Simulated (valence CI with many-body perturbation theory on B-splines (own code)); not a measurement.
K5+: what each term of the Hamiltonian does

Method: relativistic CI+MBPT: four valence electrons over a frozen Dirac-Fock core [Ne], a basis of 11 s, 11 p, 9 d, 7 f, 5 g, 2 h, 1 i functions for each j, with the one-electron correlation potential Σ1, the two-electron term Σ2, the three-electron term Σ3, Breit, model QED; selected CI, second order for the rest, scaled by the run's own slope (own B-spline code, finite nucleus).

Against 25 measured levels this calculation errs by 69 cm⁻¹ on average and by 276 at most. These come from a selection out of Sansonetti, J. Phys. Chem. Ref. Data 37, 7 (2008). Levels without a partner in it may be off by more.

Each rung adds one term. CI alone is the Dirac-Coulomb CI over the frozen core; QED comes last and gives the full result, which names the levels. Energies are above 3s²3p² ³P_0 on the same rung, in cm⁻¹.

Names give the largest LS component (configuration and term), which can be under half, so a name can repeat, a term be missing and a line seem to break the LS rules; names also repeat where a configuration has a term twice.

```tsv
Level	CI alone	+ Σ1	+ Σ2	+ Σ3	+ Breit	Full
3s²3p² ³P_1	1151	1170	1176	1177	1131	1134
3s²3p² ³P_2	2990	3035	3046	3047	2924	2931
3s²3p² ¹D_2	19305	19393	19218	19159	19053	19060
3s²3p² ¹S_0	44007	44146	43770	43618	43524	43528
3s3p³ ⁵S°_2	98844	98828	99872	100006	99939	99820
3s3p³ ³D°_1	140295	140390	140802	140868	140788	140683
3s3p³ ³D°_2	140358	140455	140863	140929	140844	140738
3s3p³ ³D°_3	140592	140693	141101	141167	141046	140941
3s3p³ ³P°_0	163487	163644	163659	163639	163557	163452
3s3p³ ³P°_1	163518	163675	163691	163672	163573	163468
3s3p³ ³P°_2	163522	163681	163697	163679	163573	163469
3s3p³ ¹D°_2	179140	179340	179024	179054	178879	178817
3s²3p3d ³F°_2	217855	218151	217755	217561	217370	217376
3s²3p3d ³F°_3	218919	219237	218841	218647	218399	218408
3s3p³ ³S°_1	221860	222131	218879	218788	218720	218593
3s²3p3d ³F°_4	220389	220735	220340	220148	219827	219840
3s3p³ ¹P°_1	226417	226751	224498	224344	224207	224105
3s²3p3d ³P°_2	254503	254909	252909	252568	252367	252354
3s²3p3d ³P°_1	255590	256010	254095	253754	253516	253511
3s²3p3d ³P°_0	256105	256531	254627	254288	254046	254043
3s²3p3d ¹D°_2	258909	259311	256430	256120	255903	255854
3s²3p3d ³D°_1	262770	263185	260696	260326	260112	260104
3s²3p3d ³D°_2	263217	263643	261158	260788	260544	260537
3s²3p3d ³D°_3	263532	263967	261474	261102	260829	260824
3s²3p3d ¹F°_3	288375	288926	286623	286086	285810	285820
3s²3p3d ¹P°_1	296604	297174	294815	294229	293993	293984
3p⁴ ³P_2	305156	305361	305305	305367	305262	305070
3p⁴ ³P_1	306895	307128	307094	307155	306984	306798
3p⁴ ³P_0	307599	307843	307813	307874	307681	307496
3p⁴ ¹D_2	314222	314470	314388	314468	314317	314121
3s3p²3d ⁵F_1	317942	318168	318736	318672	318519	318400
```

**Question.** How does the ionisation energy move along the ladder, and which term matters most?

**Answer.** CI alone 99.273, + Σ1 99.677, + Σ2 99.529, + Σ3 99.475, + Breit 99.455, + QED 99.458 eV. The largest step is Σ1, 0.403 eV. NIST lists 99.44 ± 0.2 eV (semi-empirical).
